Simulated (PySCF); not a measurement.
## Selenium: a sound run and one with changed settings

Sound run: Se [Ar] 3d10 4s2 4p4, Se+ [Ar] 3d10 4s2 4p3. Computed with PySCF 2.14 in aug-cc-pVDZ-PP with ECP10MDF (5s4p3d, 32 functions), with scalar relativity through the core potential. The sound run starts from symmetry-adapted Hartree-Fock orbitals and uses a fine grid where one is needed.

Changed run: 26 angular points. This setting is unsound on purpose.

```tsv
species	method	sound run (hartree)	changed run (hartree)	converged
Se	UHF	-371.84603	-371.84603	yes
Se	M06-L	-373.13983	-373.14110	yes
Se	M06-2X	-373.27817	-373.27914	yes
Se+	UHF	-371.53325	-371.53325	yes
Se+	M06-L	-372.79099	-372.79099	yes
Se+	M06-2X	-372.92761	-372.92761	yes
```

Ionisation energy of Se:

```csv
method,sound run (eV),changed run (eV)
UHF,8.511,8.511
M06-L,9.493,9.527
M06-2X,9.539,9.565
```

A coarse angular grid integrates products of high-l functions wrongly, so density functionals can shift, and the SCF can exploit the error; Hartree-Fock and MP2 need no grid.

For comparison, NIST gives 9.752 eV between the lowest levels.
